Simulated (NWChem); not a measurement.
System: hexafluoropropylene oxide (C$_{3}$F$_{6}$O); SMILES FC1(F)C(O1)(C(F)(F)F)F

```xyz
10

F      1.4770     1.5414    -0.2346
C      0.1769     1.3976     0.0155
F     -0.4830     2.4886    -0.3701
O     -0.1688     0.8653     1.2465
C     -0.5018     0.1103     0.0785
F     -1.8114     0.0348    -0.2124
C      0.1645    -1.2535    -0.0582
F     -0.4349    -2.1384     0.7503
F      1.4610    -1.1830     0.2597
F      0.0482    -1.6822    -1.3249
```
Atoms are numbered in this order, from 1.

All runs: NWChem. Pople sets run with spherical d functions. Coordinates come from a B3LYP/6-31G* (spherical d) optimisation. Level M06-2X/6-31G*: energy and gradient on several grids; changes count from the extra-fine grid, which is no exact limit either.

**Question.** Which is the coarsest grid (xfine; fine; medium; xcoarse; coarse) from which on the energy stays within 100 μHa and each gradient component within 200 μHa/bohr of xfine?

**Answer.** medium.
| grid | size of the energy change (μHa) | largest change of a gradient component (μHa/bohr) |
|---|---|---|
| xcoarse | 90000 | 4000 |
| coarse | 6000 | 700 |
| medium | 50 | 90 |
| fine | 10 | 60 |
| xfine | < 10 | < 30 |
